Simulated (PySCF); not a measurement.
Working out the ionisation energy of Zr⁺

Zr⁺ [Kr] 4d2 5s1 (4F) → Zr²⁺ [Kr] 4d2 (3F). Calculation: PySCF 2.14, in aug-cc-pVTZ-PP with ECP28MDF; a scalar-relativistic core potential. Frozen: 4s2 4p6. Energies in hartree (1 hartree = 27.21139 eV):

| part | Zr⁺ (lower) | Zr²⁺ (upper) |
| --- | --- | --- |
| UHF | -46.115108 | -45.664046 |
| CCSD correlation | -0.015869 | -0.004673 |
| (T) | -0.000148 | 0.000000 |

Problem. What does Hartree-Fock give?

Solution. (-45.664046) − (-46.115108) = 0.451062 hartree = 12.274 eV.

Problem. What do CCSD and CCSD(T) give?

Solution. The CCSD correlation energies differ by 0.011196 hartree = 0.305 eV and the triples by 0.000148 hartree = 0.004 eV, so CCSD gives 12.579 eV and CCSD(T) 12.583 eV.

Reference: 13.13 eV (measured; NIST Atomic Spectra Database, ionization energies), between the lowest levels; spin-orbit coupling is absent from the calculation.

What remains against the reference includes basis incompleteness, the frozen core and higher excitations.
